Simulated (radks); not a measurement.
Values are calculated unless marked as measured or tabulated.
Effect of the nuclear size on neutral rhenium, [Xe] 4f14 5d5 6s2. Level of theory: Dirac Kohn-Sham, exchange-only LDA, spin-unpolarised, spherical densities, finite nucleus; open shells fill j = l - 1/2 first; Fermi nuclear charge, rms radius 5.3698 fm (a radial shooting solver on a logarithmic mesh with Libxc functionals). The rms radius is varied about that value; shifts are against it.

[
 {"rms radius (fm)": "4.5536", "total energy shift (eV)": "-18.3", "density at nucleus (e/bohr^3)": "1.634e+06", "1s1/2 shift (meV)": "-7420", "2s1/2 shift (meV)": "-1060", "5s1/2 shift (meV)": "-10.0", "5p1/2 shift (meV)": "0.547", "6s1/2 shift (meV)": "-0.654", "5d5/2 shift (meV)": "0.601", "6p1/2 (empty) shift (meV)": "0.203"},
 {"rms radius (fm)": "4.8704", "total energy shift (eV)": "-11.5", "density at nucleus (e/bohr^3)": "1.595e+06", "1s1/2 shift (meV)": "-4640", "2s1/2 shift (meV)": "-659", "5s1/2 shift (meV)": "-6.25", "5p1/2 shift (meV)": "0.341", "6s1/2 shift (meV)": "-0.408", "5d5/2 shift (meV)": "0.375", "6p1/2 (empty) shift (meV)": "0.127"},
 {"rms radius (fm)": "5.3698", "total energy shift (eV)": "0", "density at nucleus (e/bohr^3)": "1.54e+06", "1s1/2 shift (meV)": "0.000", "2s1/2 shift (meV)": "0.000", "5s1/2 shift (meV)": "0.000", "5p1/2 shift (meV)": "0.000", "6s1/2 shift (meV)": "0.000", "5d5/2 shift (meV)": "0.000", "6p1/2 (empty) shift (meV)": "0.000"},
 {"rms radius (fm)": "5.692", "total energy shift (eV)": "7.77", "density at nucleus (e/bohr^3)": "1.509e+06", "1s1/2 shift (meV)": "3140", "2s1/2 shift (meV)": "447", "5s1/2 shift (meV)": "4.24", "5p1/2 shift (meV)": "-0.231", "6s1/2 shift (meV)": "0.277", "5d5/2 shift (meV)": "-0.255", "6p1/2 (empty) shift (meV)": "-0.086"},
 {"rms radius (fm)": "6.4545", "total energy shift (eV)": "27.3", "density at nucleus (e/bohr^3)": "1.442e+06", "1s1/2 shift (meV)": "11000", "2s1/2 shift (meV)": "1570", "5s1/2 shift (meV)": "14.9", "5p1/2 shift (meV)": "-0.811", "6s1/2 shift (meV)": "0.973", "5d5/2 shift (meV)": "-0.894", "6p1/2 (empty) shift (meV)": "-0.302"}
]

Slopes of the eigenvalues against <r^2> in GHz/fm^2, as finite differences over the two radii next to the reference (eigenvalue slopes, not the field-shift constants of lines): 1s1/2 217000, 2s1/2 30800, 5s1/2 292, 5p1/2 -15.9, 6s1/2 19.1, 5d5/2 -17.6, 6p1/2 (empty) -5.93.
